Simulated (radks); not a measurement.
Effect of the nuclear size on the calcium ion Ca+, [Ar] 4s1. All-electron calculation, Dirac Kohn-Sham, PBE, spin-unpolarised, spherical densities, finite nucleus; Fermi nuclear charge, rms radius 3.4776 fm. Program: a radial shooting solver on a logarithmic mesh with Libxc functionals. The rms radius is varied about that value; shifts are against it.

rms radius (fm)  total energy shift (eV)  density at nucleus (e/bohr^3)  1s1/2 shift (meV)  2s1/2 shift (meV)  2p1/2 shift (meV)
2.9803                          -0.00803                           6189              -3.38             -0.268              0.042
3.3246                          -0.00260                           6171              -1.10             -0.087              0.014
3.4776                                 0                           6164              0.000              0.000              0.000
3.8184                           0.00620                           6149               2.61              0.207             -0.032
4.0584                            0.0109                           6139               4.59              0.364             -0.057

Slopes of the eigenvalues against <r^2> in GHz/fm^2, as finite differences over the two radii next to the reference (eigenvalue slopes, not the field-shift constants of lines): 1s1/2 254, 2s1/2 20.1, 2p1/2 -3.13.
